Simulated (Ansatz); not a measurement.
`F[Si](Cl)(Cl)Cl` + CH₃OH → `CO[Si](Cl)(Cl)Cl` + H–F at 700 K and 1 bar (ligand exchange at the Si–F bond).

Isolated molecules relaxed with PBE0-D4/def2-TZVP in Ansatz; ΔE leaves out vibrations. CCSD(T)/CBS adds triple-zeta CCSD(T) − MP2 to the extrapolated MP2 energy (def2 sets, frozen cores). This one scheme is used for every species. Each species was taken in one conformer, which may not be the lowest.

```
           species  CCSD(T)/CBS energy (Eh)  H − E (kJ/mol)  S (J/(mol·K))
 `F[Si](Cl)(Cl)Cl`              -1768.43208            80.0          413.1
             CH₃OH               -115.61712           170.8          288.5
`CO[Si](Cl)(Cl)Cl`              -1783.64494           207.7          505.7
               H–F               -100.39570            45.2          198.5
```

H − E and S are ideal-gas, rigid-rotor, harmonic terms from PBE0-D4/def2-TZVP, for one conformer and one mirror image of each species. 1 Eh = 2625.50 kJ/mol, R = 8.31446 J/(mol·K).

Question: By hand: ΔE, ΔH, ΔS and ΔG.

Answer: ΔE = (-1783.64494) + (-100.39570) − (-1768.43208) − (-115.61712) = 0.00856 Eh = 22.5 kJ/mol. Δ(H − E) = 207.7 + 45.2 − 80.0 − 170.8 = 2.1, so ΔH = 24.6 kJ/mol. ΔS = 505.7 + 198.5 − 413.1 − 288.5 = 2.6 J/(mol·K). ΔG = 24.6 − 700 × (2.6)/1000 = 22.8 kJ/mol.

Question: By hand: the equilibrium constant, and the temperature at which ΔG would vanish if ΔH and ΔS stayed fixed.

Answer: log₁₀ K = −ΔG/(RT ln 10) = -1.7. ΔG = 0 at ΔH/ΔS = 9462 K, far beyond where these terms or the molecules hold.

The number of gas molecules stays the same, so ΔS is small and ΔH decides. A doubt of 5 kJ/mol in ΔE shifts log₁₀ K by 0.4 here. Other conformers and mirror images would add mixing entropy, several J/(mol·K) or more a flexible species. These are equilibria of isolated gas molecules and say nothing of rates. Largest T1 diagnostic: 0.010 (customary marks: 0.02 for closed shells, 0.045 for open ones).
